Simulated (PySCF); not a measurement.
Method: PBE-D3(BJ)/def2-TZVP // B3LYP-D3(BJ)/def2-TZVP run with PySCF. All species are isolated molecules in the gas phase. One relaxed conformer stands for a flexible species; it need not be the lowest. Excitations are Tamm–Dancoff values on a coarser integration grid. The basis has no diffuse functions, so Rydberg states are missing or too high.

Reference species (SMILES): `BCBO` (neutral, multiplicity 1).

```json
{
  "HOMO": "-7.32 eV",
  "T1 excitation (TDA)": "4.50 eV",
  "LUMO": "-2.51 eV",
  "HOMO–LUMO gap": "4.81 eV"
}
```

Changed species: `CBBO` (C–B–B–O torsion -95°, B–B–O–H torsion 0°).

**Question.** Give the shifts of the HOMO, T1 excitation (TDA), LUMO and HOMO–LUMO gap.

**Answer.** the HOMO goes up by 1.22 eV, to -6.10 eV; the T1 excitation (TDA) drops by 1.24 eV, to 3.26 eV; the LUMO increases by 0.10 eV, to -2.41 eV; the HOMO–LUMO gap drops by 1.12 eV, to 3.69 eV.
